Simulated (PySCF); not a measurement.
BH5N, SMILES B[NH3+], charge +1. Atoms are numbered in the order given.

```xyz
7

B      0.9218    -0.0087     0.0000
N     -0.6333    -0.0076     0.0000
H      1.4314     0.0060     1.0659
H      1.4314     0.0060    -1.0659
H     -0.9596     0.9693     0.0000
H     -1.0394    -0.4422     0.8337
H     -1.0394    -0.4422    -0.8337
```
Charge +1, spin multiplicity 1.

Coordinates come from a ωB97X-D3(BJ)/def2-TZVP optimisation. The isomer is the one that the SMILES or the coordinates give; other isomers of the formula were not compared.

Two levels are set side by side: PBE/pcJ-1 (PySCF) and B3LYP/pcJ-1 (PySCF). One-bond couplings, all four terms, same geometry. Isotopes: 11B, 14N, 1H. Differences are taken from unrounded values.

```tsv
quantity	B3LYP
¹J(B1,N2) (Hz)	3.3
¹J(B1,H3) (Hz)	186.9
¹J(B1,H4) (Hz)	186.9
¹J(N2,H5) (Hz)	50.1
¹J(N2,H6) (Hz)	55.3
¹J(N2,H7) (Hz)	55.3
```

Task: What does PBE give, and how far is it from B3LYP? (An estimate is asked for; the answer gives what the named calculation found.)

Result: 
| quantity | PBE | PBE minus B3LYP |
|---|---|---|
| ¹J(B1,N2) (Hz) | 1.8 | -1.5 |
| ¹J(B1,H3) (Hz) | 175.2 | -11.8 |
| ¹J(B1,H4) (Hz) | 175.2 | -11.8 |
| ¹J(N2,H5) (Hz) | 45.6 | -4.6 |
| ¹J(N2,H6) (Hz) | 50.6 | -4.7 |
| ¹J(N2,H7) (Hz) | 50.6 | -4.7 |

Rough cost on one machine, each run with all the roots and properties that it gave: B3LYP against PBE about 2 times.
